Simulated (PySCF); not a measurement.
C3H8Si2.
SMILES: `[SiH3][SiH2]C1C=C1`

Method: TDDFT B3LYP/def2-SVPD, vertical, gas phase, core orbitals frozen in the response (PySCF). Geometry: GFN2-xTB, one conformer, isolated molecule. Torsions of this conformer, `[SiH3:1][SiH2:2][CH:3]1[CH:4]=[CH:5]1`: Si1–Si2–C3–C4 -28°.

**Question.** What does the calculation give for the low-lying excited states?

**Answer.** 

| state | E (eV) | λ (nm) | ν̃ (cm⁻¹) | f | \|μ\| (D) | main configurations (H = HOMO, L = LUMO) |
| --- | --- | --- | --- | --- | --- | --- |
| S1 | 5.25 | 236.3 | 42330 | 0.021 | 1.02 | H→L (96%) |
| S2 | 5.91 | 209.8 | 47680 | 0.014 | 0.78 | H→L+1 (97%) |
| S3 | 6.12 | 202.6 | 49360 | 0.0042 | 0.43 | H-1→L (75%), H-2→L (18%) |
| S4 | 6.31 | 196.4 | 50900 | 0.0033 | 0.37 | H→L+2 (85%), H→L+3 (12%) |
| S5 | 6.36 | 194.9 | 51320 | 0.0015 | 0.25 | H→L+3 (84%), H→L+2 (11%) |
| S6 | 6.59 | 188.0 | 53190 | 0.0016 | 0.26 | H-2→L (77%), H-1→L (18%) |
| S7 | 6.68 | 185.7 | 53850 | 0.048 | 1.38 | H→L+4 (93%) |
| S8 | 6.86 | 180.7 | 55340 | 0.0052 | 0.45 | H→L+5 (92%) |

Triplets, Tamm–Dancoff:

```tsv
state	E (eV)	λ (nm)	main configurations (H = HOMO, L = LUMO)
T1	3.68	336.9	H→L (90%)
T2	5.60	221.3	H→L+1 (89%)
T3	5.73	216.3	H-1→L (74%), H-2→L (17%)
```

The lowest singlet lies at 5.25 eV (236 nm, ultraviolet) and is weak; its leading configuration is HOMO→LUMO (96%). The most intense listed level is S7 at 6.68 eV (186 nm, f = 0.048), 1.43 eV above S1. Löwdin shares by element: HOMO carbon 70%, silicon 12% or more (atoms not listed hold the other 18%); LUMO carbon 71%, silicon 6% or more (atoms not listed hold the other 23%). Of the 8 states listed, 3 reach f = 0.01 and none stays under 0.0005. Weighted by f, the mean energy of these states is 6.24 eV. The listed states span 1.61 eV, and the widest gap between neighbours is 0.66 eV (S1 to S2). Singlets were solved by full linear response, triplets in the Tamm–Dancoff approximation.
